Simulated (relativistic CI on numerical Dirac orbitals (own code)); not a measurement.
# One change at a time: He+

Base calculation: Dirac-Coulomb-Breit CI, KLI orbitals optimised for each configuration, a model potential for QED.

CI space: 1s, 2p, 2s, 3p, 3s, 3d, 4p, 4s, 4d, 4f, 5s, 5p, 5d, 5f, 5g, 6s, 6p, 6d. Levels of other configurations are missing.

Variants: (1) QED terms removed; (2) non-relativistic limit. Shifts of the energy above 1s 2S_1/2, in cm⁻¹, for the lowest level and the first level of each name with at least 55 % of one term (blank where a level changes its place among those of its configuration and J or its character, or is not in the variant):

```
     Level    Base  Δ(1)  Δ(2)  Measured
 1s 2S_1/2       0     0     0         0
2p 2P°_1/2  329179    +4   -13    329179
 2s 2S_1/2  329180    +3   -13    329180
2p 2P°_3/2  329185    +4   -18    329185
3p 2P°_1/2  390141    +4   -17    390141
 3s 2S_1/2  390141    +3   -17    390141
 3d 2D_3/2  390143    +4   -19    390143
3p 2P°_3/2  390143    +4   -19    390143
 3d 2D_5/2  390143    +4   -20    390143
4p 2P°_1/2  411477    +4   -19    411477
 4s 2S_1/2  411477    +3   -19    411477
 4d 2D_3/2  411478    +4   -19    411478
4p 2P°_3/2  411478    +4   -19    411478
4f 2F°_5/2  411478    +4   -20    411478
 4d 2D_5/2  411478    +4   -20    411478
4f 2F°_7/2  411478    +4   -20    411478
5p 2P°_1/2  421353    +4   -19          
 5s 2S_1/2  421353    +3   -19          
 5d 2D_3/2  421353    +4   -20          
5p 2P°_3/2  421353    +4   -20          
5f 2F°_5/2  421353    +4   -20          
 5d 2D_5/2  421353    +4   -20
```

Measured levels: NIST Handbook of Basic Atomic Spectroscopic Data (Sansonetti and Martin, J. Phys. Chem. Ref. Data 34, 1559 (2005)).
